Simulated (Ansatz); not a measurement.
A structure relaxed at PBE0-D4/def2-TZVP, charge 0, multiplicity 1:

```csv
atom,x (Å),y (Å),z (Å)
C1,0.4495,-1.1908,1.2281
C2,0.1727,-0.4290,0.1855
Si3,-0.8072,0.0593,-1.2726
C4,0.3986,0.9968,-0.1941
Br5,-0.0614,2.3875,1.0622
H6,0.1048,-2.2173,1.2872
H7,1.0222,-0.8095,2.0705
H8,-0.3958,-0.2934,-2.6496
H9,-2.2568,0.2769,-1.0941
H10,1.3733,1.2196,-0.6230
```

**Question.** Give its formula and SMILES.

**Answer.** C3H5BrSi, `C=C1[SiH2]C1Br`.

**Question.** Summarise the bond lengths by kind.

**Answer.** 2 × C–C 1.321 to 1.493 Å; 3 × C–H 1.084 to 1.088 Å; 2 × C–Si 1.823 to 1.870 Å; 2 × H–Si 1.477 to 1.480 Å; 1 × Br–C 1.930 Å.

Program: Ansatz 0.2.0.
